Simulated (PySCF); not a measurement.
Excitations are Tamm–Dancoff values on a coarser integration grid. The basis has no diffuse functions, so Rydberg states are missing or too high.

Cartesian coordinates (Å):
```xyz
9

O     -1.2706    -0.7257    -0.7603
Si     0.0000     0.0000     0.0000
O      0.5271     1.4195    -0.6529
O      1.2638    -1.0535    -0.1097
O     -0.5203     0.3597     1.5228
H     -1.0427    -1.2337    -1.5539
H      0.0050     2.2020    -0.4184
H      2.1394    -0.6669     0.0438
H     -1.1017    -0.3014     1.9285
```
Charge 0, spin multiplicity 1.

### Question
Give the T1 excitation (TDA), S1 excitation (TDA) and dipole moment at the level PBE-D3(BJ)/def2-TZVP (PySCF 2.14.0).

### Answer

```yaml
T1 excitation (TDA): 6.69 eV
S1 excitation (TDA): 6.90 eV
dipole_moment: 0.00 D
```
